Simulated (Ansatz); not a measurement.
Reaction (formal hydrolysis of the Sn–S bond): `C[O][Sn]([SH])([Cl])[Cl]` + H₂O → `C[O][Sn]([OH])([Cl])[Cl]` + H₂S

Program: Ansatz. Geometries: PBE0-D4/def2-TZVP. ΔE: electronic, gas phase. CCSD(T)/CBS adds triple-zeta CCSD(T) − MP2 to the extrapolated MP2 energy (def2 sets, frozen cores). This one scheme is used for every species. def2 core potentials past Kr. For Sn outer-core shells are correlated without core-valence functions, which leaves a few kJ/mol of doubt a bond. Each species was taken in one conformer, which may not be the lowest.

`C[O][Sn]([SH])([Cl])[Cl]`:

Z-matrix (Å, degrees):
```
C
O 1 1.416
H 1 1.092 2 107.2
H 1 1.096 2 112.0 3 118.7
H 1 1.096 2 111.9 3 -118.7
Sn 2 1.938 1 120.6 3 179.9
Cl 6 2.309 2 109.2 1 57.6
S 6 2.360 2 105.7 1 -179.7
Cl 6 2.309 2 109.1 1 -57.0
H 8 1.347 6 89.4 2 0.2
```

H₂O:

Cartesian coordinates in Å:
```
O 0.048 -0.324 0.211
H 0.426 0.542 0.378
H -0.473 -0.218 -0.588
```

`C[O][Sn]([OH])([Cl])[Cl]`:

Cartesian coordinates in Å:
```
C -1.300 0.825 0.843
O -0.751 0.296 -0.350
Sn 0.979 -0.574 -0.365
O 1.293 -1.094 -2.198
Cl 2.618 0.858 0.371
Cl 0.989 -2.414 1.010
H -2.268 1.261 0.588
H -0.669 1.612 1.271
H -1.460 0.049 1.600
H 0.568 -0.819 -2.769
```

H₂S:

Cartesian coordinates in Å:
```
S -0.087 0.570 0.227
H -0.852 -0.276 -0.479
H 0.939 -0.294 0.252
```

```csv
species,MP2/def2-QZVPP energy (Eh)
`C[O][Sn]([SH])([Cl])[Cl]`,-1646.78815
H₂O,-76.34932
`C[O][Sn]([OH])([Cl])[Cl]`,-1324.19198
H₂S,-398.92680
```

Question: Work out ΔE.

Answer: ΔE = (-1324.19198) + (-398.92680) − (-1646.78815) − (-76.34932) = 0.01869 Eh = +11.7 kcal/mol. CCSD(T)/CBS gives +10.9 kcal/mol.

Largest T1 diagnostic among the species: 0.013.

The D4 term adds +1.5 kcal/mol with B3LYP and +0.8 kcal/mol with PBE0; it sums over pairs of atoms, weighted by their polarisabilities, and B3LYP, whose exchange is more repulsive, gets the larger term. In def2-TZVPP, CCSD(T) changes the Hartree–Fock value by +1.4 kcal/mol (the triples alone add +0.3 kcal/mol) and MP2 by +2.9 kcal/mol.

B3LYP here is the variant with VWN-RPA as its local correlation; programs differ in this.
